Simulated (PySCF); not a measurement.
System (SMILES): F[SiH] (F-SiH) (closed-shell singlet).
Geometry (B3LYP-D3(BJ)/def2-TZVP, fixed):
```xyz
3

Si    -0.2468    -0.3148     0.4521
H     -0.9813    -1.2112    -0.5591
F      0.4929     0.6243    -0.6411
```
Charge 0, spin multiplicity 1.

Basis-set convergence of the isotropic shielding of H2 at PBE0 with PySCF. GIAO, no density fitting; atoms are numbered in the order shown. All functions are spherical. No added dispersion term, no relativity. Reference: the value in pcSseg-3, 22.15 ppm, itself unsure by roughly 0.03 ppm (its mean distance from pcseg-3, pcSseg-2). Deviations are taken from unrounded values.

```json
[
 {"basis": "pcseg-0", "functions": "24", "isotropic shielding of H2 (ppm)": "20.51", "minus reference (ppm)": "-1.64"},
 {"basis": "pcseg-1", "functions": "37", "isotropic shielding of H2 (ppm)": "21.91", "minus reference (ppm)": "-0.23"},
 {"basis": "aug-pcseg-1", "functions": "59", "isotropic shielding of H2 (ppm)": "21.72", "minus reference (ppm)": "-0.43"},
 {"basis": "pcseg-2", "functions": "78", "isotropic shielding of H2 (ppm)": "22.12", "minus reference (ppm)": "-0.03"},
 {"basis": "aug-pcseg-2", "functions": "119", "isotropic shielding of H2 (ppm)": "22.17", "minus reference (ppm)": "0.02"},
 {"basis": "pcseg-3", "functions": "157", "isotropic shielding of H2 (ppm)": "22.16", "minus reference (ppm)": "0.01"}
]
```

The smallest set listed that lies within 0.1 ppm of the reference with all its larger relatives (same family, alike in diffuse functions; a set with none counts only in the reference's own line) is pcseg-2 (78 functions, -0.03 ppm off). Inside, with no larger relative to test it: aug-pcseg-2.
